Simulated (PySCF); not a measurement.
Computed shifts of a molecule C₂H₃Cl₃Si, PBE0/pcSseg-1 (PySCF), GIAO, gas phase, atoms alike by connectivity averaged where their shifts nearly agree, in ppm (number of nuclei): ¹³C: 151.8 (1), 141.9 (1). ²⁹Si: 27.3 (1). ¹H: 6.89 (1), 6.81 (1), 6.46 (1). References: ¹³C against TMS (σ = 186.3 ppm); ²⁹Si against TMS (σ = 352.7 ppm); ³⁵Cl against HCl (σ = 945.9 ppm); ¹H against TMS (σ = 31.56 ppm), references at their B3LYP-D3(BJ)/def2-TZVP geometries, non-relativistic (without spin–orbit terms, shifts of atoms bonded to Cl or Br come out too high). Coordinates come from a TPSSh-D3(BJ)/def2-SVP optimisation. Other conformers were not sampled.

### Question
Which molecule gave these data?
(A) Cl/C=C\[SiH](Cl)Cl
(B) C=C[Si](Cl)(Cl)Cl
(C) Cl[SiH2]C=C(Cl)Cl
(D) [SiH3]C(Cl)=C(Cl)Cl

### Answer
B, C=C[Si](Cl)(Cl)Cl
